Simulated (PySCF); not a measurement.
Job for PySCF: U-HF/6-31G* on ammonia borane (SMILES [BH3-][NH3+]), a point of a bond scan (R = 1.450 Å).

```python
from pyscf import gto, scf, dft, mp
from pyscf.data.elements import chemcore

mol = gto.M(
    atom='''
    B    -0.92028643    0.13156152   -0.01951483
    N     0.72087107   -0.10305367    0.01528619
    H    -1.40552041   -0.77263273   -1.04371079
    H    -1.06228529    1.29862046   -0.29795625
    H    -1.29883588   -0.14977972    1.09281033
    H     0.94520012   -1.06717851    0.24390556
    H     1.15844162    0.49379687    0.71129516
    H     1.13746216    0.11004268   -0.88647256
    ''',
    basis='6-31g*',
    cart=True,
    charge=0, spin=0, verbose=3, max_memory=1800)
mf = scf.UHF(mol)
mf.conv_tol = 1e-8
mf.max_cycle = 100
mf.init_guess_breaksym = True
mf.kernel()
if not mf.converged:
    mf = mf.newton().run(mf.mo_coeff, mf.mo_occ)
for _ in range(4):
    mo, _, stable, _ = mf.stability(return_status=True)
    if stable:
        break
    mf.kernel(mf.make_rdm1(mo, mf.mo_occ))
```

**Question.** What total energy does the run end on?

**Answer.** -82.5947 hartree.
